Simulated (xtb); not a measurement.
Al(GeH3)(OH)2 (AlGeH₅O₂), SMILES [GeH3][Al]([OH])[OH]. All values are semi-empirical tight-binding results from xtb (GFN2-xTB unless named), good for trends rather than for accurate numbers. Geometry: GFN2-xTB. The structure was generated by enumeration; whether it is a known compound was not checked. One conformer was computed; it need not be the lowest.

Optimised geometry:

Bond lengths (Å): Al1–Ge2 2.403, Al1–O6 1.646, Al1–O8 1.646, Ge2–H3 1.507, Ge2–H4 1.505, Ge2–H5 1.507, O6–H7 0.947, O8–H9 0.947. Bond angles (°): Ge2–Al1–O6 114.2, Ge2–Al1–O8 115.9, O6–Al1–O8 129.8, Al1–Ge2–H3 116.0, Al1–Ge2–H4 116.6, Al1–Ge2–H5 116.4, H3–Ge2–H4 102.0, H3–Ge2–H5 101.5, H4–Ge2–H5 102.0, Al1–O6–H7 178.5, Al1–O8–H9 178.5.
Charge 0, spin multiplicity 1.

For metal compounds this method's bond lengths and energies can be far off.

```yaml
point_group_as_xtb_finds_it: Cs
orbital_gap: 4.57 eV
zero_point_energy: 30.0 kcal/mol
G − E(el) at 298.15 K (modified RRHO): 9.3 kcal/mol
```

Problem. Give the atomic charges and the Wiberg bond orders between heavy atoms. (Estimate from the structure and the level; the computed values follow.)

Solution. charges (e) Al1 0.39, Ge2 0.06, H3 -0.04, H4 -0.04, H5 -0.04, O6 -0.48, H7 0.31, O8 -0.48, H9 0.31. Bond orders Al1–Ge2 0.76, Al1–O6 1.36, Al1–O8 1.36.
